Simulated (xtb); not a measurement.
xtb input:

```bash
xtb mol.xyz --gfn 2 --ohess tight --chrg 1 --uhf 0
```
mol.xyz:
```
13

C     -1.75160397    -0.16588113    -0.26098571
C     -0.42774408    -0.00883121     0.49093394
C      0.78234617     0.13718874    -0.38110576
O      1.95683695     0.26906099     0.35636026
H     -1.70755511    -1.05969388    -0.86751898
H     -1.83700608     0.74863402    -0.91878988
H     -2.56278856    -0.20136501     0.38964310
H     -0.44836548     0.91645186     1.16796083
H     -0.28119646    -0.83077660     1.16821321
H      0.68134932     0.98946395    -1.04391865
H      0.84786912    -0.75841522    -1.02500759
H      2.73586956     0.33371547    -0.24741988
H      2.05582223    -0.30887459     1.16967255
```

Q: What final total energy does it print?

A: -14.59739 Eh (GFN2-xTB).

It need not be the lowest isomer of its formula.
